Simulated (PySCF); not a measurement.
Structure with atom numbers: `[CH2:1]=[C:2]1[CH2:3][C@@H:4]1[O:5][SiH3:6]` (H(Xn): hydrogen on atom n). Ha(C1) is cis to C3; Ha(C3) is cis to O5 on the ring; Hb(C1) is trans to C3; Hb(C3) is trans to O5 on the ring.

Geometry: PBE0-D3(BJ)/def2-SVP; GIAO shifts from PySCF, gas phase, non-relativistic, averaged over equivalent atoms.

At PBE0/6-31G* (104 basis functions, 9.6 s wall time on 1 thread of an Arm Neoverse V1, shared host):
```tsv
atoms	δ (ppm)
C2	129.2
C1	106.7
C4	48.3
C3	13.9
O5	13.9
Si6	-4.7
Hb(C1)	5.91
Ha(C1)	5.64
H(Si6)	5.09
H(C4)	3.69
Hb(C3)	1.23
Ha(C3)	1.18
```

Referencing at the same level of theory: 13C (σ = 194.14 ppm) and 29Si (σ = 418.09 ppm) and 1H (σ = 31.96 ppm) vs TMS; H2O for 17O (σ = 324.18 ppm).

Predict the values at PBE0/aug-cc-pVDZ on the same geometry.

## Answers


| atoms | δ at PBE0/aug-cc-pVDZ | change |
| --- | --- | --- |
| C2 | 136.5 | +7.3 |
| C1 | 108.0 | +1.3 |
| C4 | 49.2 | +0.9 |
| C3 | 14.0 | +0.1 |
| O5 | 26.3 | +12.4 |
| Si6 | -29.3 | -24.6 |
| Hb(C1) | 6.11 | +0.20 |
| Ha(C1) | 5.83 | +0.19 |
| H(Si6) | 5.02 | -0.07 |
| H(C4) | 3.82 | +0.13 |
| Hb(C3) | 1.41 | +0.18 |
| Ha(C3) | 1.25 | +0.07 |

References, each an isolated molecule treated in the same way: 13C (σref 195.12) and 29Si (σref 416.72) and 1H (σref 31.39) against TMS; H2O for 17O (σref 335.91).

The largest change is at Si6 (silicon bonded to O, 3 H). Cost: 214 basis functions, 39 s wall time on 1 thread of an Arm Neoverse V1, shared host. The order of the carbon signals is the same at both levels.

Experimental scales use liquid or dissolved standards, which lie at an offset from isolated H2O (liquid H2O: subtract about 36 ppm).
